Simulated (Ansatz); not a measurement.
## Worked example: CH5GaO → GaH2O + CH3

Species: CH5GaO `C[O][GaH2]`, singlet; GaH2O `[O][GaH2]`, doublet; CH3 (methyl radical) `[CH3]`, doublet. 

Shapes, held fixed at every level: PBE0-D4/def2-TZVP. Programs: Ansatz 0.2.0. The zero-point and thermal change to 298 K, harmonic and unscaled (PBE0-D4/def2-TZVP), is -22.0 kJ/mol.

At CCSD(T)/def2-TZVPP; 1 Eh = 2625.50 kJ/mol:

```
species   energy (Eh)
 CH5GaO  -2039.631387
  GaH2O  -1999.721238
    CH3    -39.761719
```

Task: Work out ΔH(298 K) of the reaction at this level.

Result: 
1. Products less reactants: (-1999.721238) + (-39.761719) − [(-2039.631387)] = 0.148430 Eh = +389.7 kJ/mol.
2. With the thermal change: +389.7 + (-22.0) = +367.7 kJ/mol.

Other levels give +209.0 (HF/def2-TZVPP) to +405.5 kJ/mol (MP2/def2-TZVPP). No measured value is set beside it here. Open shells run unrestricted unless RO is named. Relativity is left out for Ga unless named. Correlated rows may include outer-core shells of Ga, which these sets cover unevenly.
